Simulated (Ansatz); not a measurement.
Ansatz (a quantum-chemistry and plane-wave program) input (CCSD(T)/def2-SVPD):

Ansatz 0.2 input:
```yaml
crystal:
  periodic: [false, false, false]
  atoms:
    - {symbol: Sr, position_ang: [-0.33406487, -0.84412677, -0.58536016]}
    - {symbol: Cl, position_ang: [1.34919293, 1.19623489, -0.26723016]}
    - {symbol: Cl, position_ang: [-0.60245968, 0.69063672, 1.57568229]}
basis:
  gaussian:
    orbitals: def2-SVPD
total_charge: 1
magnetization: {spin_polarized: true, initial_magnetization: 1}
correlation: {method: ccsd_t, electrons: outside_noble_gas}
```

Output:

```
Functional definition: HF
integrals: 0.10 GiB planned
750 factors; integrals over basis functions are off by at most 2.9e-4 eV
mean field: 0.31 GiB planned
mean field evaluation 1: about -25819.4474 eV, gradient 1.9e1 eV
mean field evaluation 2: about -25819.6437 eV, gradient 1.9e1 eV
mean field evaluation 4: about -25822.0601 eV, gradient 1.1e0 eV
mean field evaluation 8: about -25822.0992 eV, gradient 1.2e-3 eV
mean field evaluation 16: about -25821.7631 eV, gradient 1.1e0 eV
mean field evaluation 32: about -25822.0915 eV, gradient 2.8e-1 eV
mean field evaluation 64: about -25819.6923 eV, gradient 7.3e-4 eV
mean field evaluation 96: about -25819.1616 eV, gradient 1.2e-3 eV
mean field evaluation 128: about -25819.6923 eV, gradient 4.4e-3 eV
mean field evaluation 160: about -25819.1616 eV, gradient 5.4e-3 eV
mean field -25822.09925127 eV, -948.9446446368 hartree, gradient 8.1e-6 eV, S^2 0.774876; 6 other end points of the search recorded, 0 dependent functions left out
determinant -25822.09925127 eV, -948.9446446368 hartree, with singles and doubles -25830.89395146 eV, -949.2678439074 hartree
determinant -25820.51639374 eV, -948.8864756954 hartree, with singles and doubles -25829.43369076 eV, -949.2141803165 hartree
determinant -25819.69230315 eV, -948.8561909247 hartree, with singles and doubles -25828.68804983 eV, -949.1867785175 hartree
determinant -25819.36044787 eV, -948.8439954683 hartree, with singles and doubles -25828.44194232 eV, -949.1777342335 hartree
determinant -25819.16162552 eV, -948.8366888814 hartree, with singles and doubles -25828.22773068 eV, -949.1698621008 hartree
14 core orbitals not correlated
reference -25822.09925127 eV, -948.9446446368 hartree; 8, 7 occupied and 58, 59 virtual orbitals, 750 factors
second order -8.07765046 eV of doubles, -0.00000000 eV of singles
coupled cluster: 0.30 GiB planned
cycle   1  -8.59196791 eV  change   -5.2e-1 eV  update   6.0e-2
cycle   2  -8.76733791 eV  change   -1.8e-1 eV  update   2.0e-2
cycle   3  -8.79802003 eV  change   -3.1e-2 eV  update   8.6e-3
cycle   4  -8.79594583 eV  change    2.1e-3 eV  update   2.5e-3
cycle   5  -8.79470019 eV  change    1.2e-3 eV  update   9.1e-4
cycle   6  -8.79462931 eV  change    7.1e-5 eV  update   3.2e-4
cycle   7  -8.79470422 eV  change   -7.5e-5 eV  update   1.0e-4
cycle   8  -8.79473773 eV  change   -3.4e-5 eV  update   4.0e-5
cycle   9  -8.79473930 eV  change   -1.6e-6 eV  update   1.7e-5
perturbative correction -0.24422884 eV, -0.0089752444 hartree
WARN: these amplitudes may be one of several solutions (largest doubles amplitude 0.04, level shift 0.02 eV)
Total energy: -25831.13821941 eV, -949.2768205890 hartree
```

The program attaches cautions to this result: other roots.
